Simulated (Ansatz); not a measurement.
The same path of CH5BFP (9 atoms, charge 0, multiplicity 1) was run 3 times with different band settings. The coordinate that changes most is the dihedral F1–C2–B3–H7.

Level of theory: RKS PBE/6-31G* in Ansatz 0.2.0.

Relaxed end points:

```xyz
9
Properties=species:S:1:pos:R:3
F -1.181 1.026 -1.082
C 0.169 1.048 -0.696
B 0.625 -0.177 0.167
P -0.504 -1.659 0.421
H 0.795 1.118 -1.613
H 0.365 1.991 -0.138
H 1.777 -0.230 0.520
H -1.776 -1.065 0.666
H -0.181 -2.098 1.738
```

```xyz
9
Properties=species:S:1:pos:R:3
F 0.269 1.747 -1.734
C 0.401 1.083 -0.507
B -0.262 -0.341 -0.482
P 0.127 -1.609 0.866
H 1.478 1.055 -0.235
H -0.082 1.704 0.283
H -0.957 -0.708 -1.394
H -1.162 -2.154 1.135
H 0.277 -0.823 2.050
```

Common settings: spring 5.0 eV/Å²; optimiser quadratic models (default); start path through a guess of the saddle point; force threshold 0.05 eV/Å; end points relaxed.

| run | movable images | climbing image | iteration limit |
| --- | --- | --- | --- |
| 1 | 7 | yes | 39 |
| 2 | 4 | no | 60 |
| 3 | 1 | no | 60 |

Problem. What does each run give, and how far can it be trusted?

Solution. Run 1: converged after 16 iterations, highest image 0.485 eV above the first end. The profile has 2 maxima (images 2, 6) with wells between them (image 4): this band takes more than one step, which may be the mechanism or a detour left from its start path. A vibrational analysis at the climbing image gives one clearly imaginary mode, 296i cm⁻¹: a first-order saddle point.
Run 2: converged after 17 iterations, highest image 0.417 eV above the first end. The profile has 2 maxima (images 1, 4) with wells between them (image 2): this band takes more than one step, which may be the mechanism or a detour left from its start path. No image climbed, so the highest image needn't sit at the top of the path.
Run 3: converged after 16 iterations, highest image 0.189 eV above the first end. The dihedral F1–C2–B3–H7 jumps by 134° between images 0 and 1, so the path isn't resolved there. No image climbed, so the highest image needn't sit at the top of the path. A band with more images between the same ends climbed to 0.49 eV, so this one has probably stepped over the top. So few images can step over the top or miss a turn of the path.
